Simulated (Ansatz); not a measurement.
C6H16Ge, SMILES `C[CH](C)[GeH2][CH](C)C`. Total charge 0; spin multiplicity 1. All single points use the PBE0-D4/def2-TZVP geometry. It is one conformer, not always the lowest.

```xyz
23

C    -1.980   -0.198    0.179
C    -1.100    0.145   -1.015
C    -1.718   -0.347   -2.318
Ge    0.732   -0.566   -0.826
C     1.684    0.091    0.777
C     1.297   -0.666    2.040
C     1.501    1.594    0.940
H    -2.997    0.183    0.034
H    -2.057   -1.281    0.320
H    -1.600    0.230    1.110
H    -0.992    1.235   -1.071
H    -2.719    0.076   -2.459
H    -1.824   -1.436   -2.319
H    -1.116   -0.073   -3.187
H     1.536   -0.155   -2.083
H     0.659   -2.112   -0.788
H     2.741   -0.108    0.568
H     1.461   -1.741    1.938
H     0.245   -0.517    2.296
H     1.888   -0.320    2.896
H     0.456    1.851    1.139
H     1.812    2.146    0.048
H     2.091    1.971    1.782
```

(1) What is the dipole moment at r2SCAN/def2-TZVPP? (Estimate.)

(2) And with PBE, B3LYP, ωB97M-V? (Estimate.)

(3) Give the Mulliken charges with r2SCAN, B3LYP, PBE in def2-TZVPP. (An estimate is asked.)

Answers

(1) The calculation gave: 0.80 D, with components (-0.22, 0.57, 0.53) D in this frame, pointing from negative to positive charge.

(2) Ansatz gave: PBE 0.79 D, B3LYP 0.78 D, ωB97M-V 0.75 D.

(3) The calculation gave: 
```csv
atom,r2SCAN,B3LYP,PBE
C1,-0.18,-0.28,-0.27
C2,0.00,-0.07,-0.06
C3,-0.17,-0.28,-0.26
Ge4,0.13,0.20,0.16
C5,-0.01,-0.08,-0.07
C6,-0.17,-0.27,-0.26
C7,-0.18,-0.28,-0.27
H8,0.04,0.08,0.07
H9,0.06,0.09,0.09
H10,0.05,0.08,0.08
H11,0.02,0.07,0.06
H12,0.04,0.08,0.07
H13,0.05,0.09,0.08
H14,0.06,0.09,0.09
H15,-0.03,-0.04,-0.04
H16,-0.03,-0.04,-0.04
H17,0.02,0.07,0.06
H18,0.06,0.09,0.09
H19,0.05,0.08,0.08
H20,0.04,0.08,0.08
H21,0.05,0.08,0.08
H22,0.06,0.09,0.09
H23,0.04,0.08,0.08
```

B3LYP here is the variant with VWN-RPA as its local correlation; programs differ in this.
